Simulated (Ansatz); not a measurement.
Cost and result up the ladder for the cluster CaI2 (the lowest singlet isomer of a short search) (3 atoms). Total charge 0; singlet. Geometry: PBE-D4/def2-TZVP.

```xyz
3

Ca    0.010    0.009    0.000
I    -0.483    0.393   -2.758
I     0.474   -0.402    2.758
```

Ansatz on 4 threads of Arm Neoverse V2 on a shared host. Times are rough, and most runs start from the orbitals of an earlier one. CAM-B3LYP-D4/def2-TZVP serves as the yardstick here, not as an exact answer. Differences are given only for rows in sets of like size (and for xTB, whose basis is part of the method), since another set adds its own error. Binding counts from free atoms at the same level (Ca singlet, I doublet; other spins of the atoms weren't run), without zero-point energy or a counterpoise term.

In the def2 sets I takes a core potential; there is no spin–orbit coupling. LC-ωPBE has ω = 0.4 bohr⁻¹. B3LYP takes the VWN-RPA correlation. Correlated methods freeze 13 core orbitals; core or outer-core shells of Ca, I are correlated, in sets that lack core-valence functions. The structure comes from a short search, and lower isomers may exist.

Correlated methods converge slowly with the basis.

| level | functions | binding energy per atom (eV) | difference from CAM-B3LYP-D4/def2-TZVP (eV) |
| --- | --- | --- | --- |
| B3LYP-D4/def2-TZVP | 136 | 2.31 | -0.01 |
| PBE0-D4/def2-SVP | 76 | 2.40 | – |
| RPA@PBE/def2-TZVP | 136 | 1.84 | -0.48 |
| PBE-D4/def2-TZVPD | 154 | 2.41 | 0.10 |
| MP2/def2-TZVP | 136 | 2.33 | 0.02 |
| CCSD(T)/def2-TZVPP | 136 | 2.19 | -0.13 |
| r2SCAN-D4/def2-TZVPD | 154 | 2.52 | 0.20 |
| PBE0-D4/def2-TZVP | 136 | 2.40 | 0.09 |
| LDA (SPW92)/def2-TZVP (with forces) | 136 | 2.62 | 0.31 |
| PBE-D4/def2-TZVP | 136 | 2.41 | 0.09 |
| r2SCAN-D4/def2-TZVP | 136 | 2.51 | 0.20 |
| LC-ωPBE/def2-TZVP | 136 | 2.41 | 0.10 |
| CAM-B3LYP-D4/def2-TZVP | 136 | 2.31 | 0.00 |
| PBE-D4/def2-SVP | 76 | 2.41 | – |

Question: Estimate how long each takes.

Answer: PBE-D4/def2-SVP 0.6 s; LDA (SPW92)/def2-TZVP (with forces) 0.8 s; PBE-D4/def2-TZVP 0.85 s; PBE0-D4/def2-SVP 0.95 s; MP2/def2-TZVP 1.1 s; LC-ωPBE/def2-TZVP 1.2 s; PBE-D4/def2-TZVPD 1.4 s; B3LYP-D4/def2-TZVP 1.4 s; PBE0-D4/def2-TZVP 1.5 s; CAM-B3LYP-D4/def2-TZVP 1.8 s; r2SCAN-D4/def2-TZVP 2.3 s; RPA@PBE/def2-TZVP 2.6 s; r2SCAN-D4/def2-TZVPD 2.8 s; CCSD(T)/def2-TZVPP 9.5 s. On shared hardware such times vary by a factor of up to 3.
